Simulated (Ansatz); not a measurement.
```yaml
crystal:
  periodic: [false, false, false]
  atoms:
    - {symbol: F, position_ang: [1.069860, -1.319769, 1.530187]}
    - {symbol: C, position_ang: [0.553562, -0.618276, 0.585037]}
    - {symbol: C, position_ang: [-0.466285, -0.724485, -0.176286]}
    - {symbol: Cl, position_ang: [-1.409491, -1.840145, -0.724153]}
    - {symbol: Si, position_ang: [0.163198, 0.978310, -0.144557]}
    - {symbol: H, position_ang: [-0.700791, 2.061011, 0.372369]}
    - {symbol: H, position_ang: [0.939152, 1.334272, -1.253760]}
basis:
  gaussian: {orbitals: aug-cc-pVDZ}
total_charge: 1
magnetization: {spin_polarized: true, initial_magnetization: 2}
hamiltonian: {xc: {name: HF}}
accuracy: high
```

```sh
$ ansatz run in.yaml --threads 2 --pin off --events-out ev --progress --plain --max-ram 4352MiB
```

It prints (some lines left out):

```
Error: a molecule whose nuclei and cores have a total charge of 54 cannot have a net charge of 1 together with 2 unpaired electrons
```

In this input the number of unpaired electrons doesn't fit the electron count. The program refused the input.
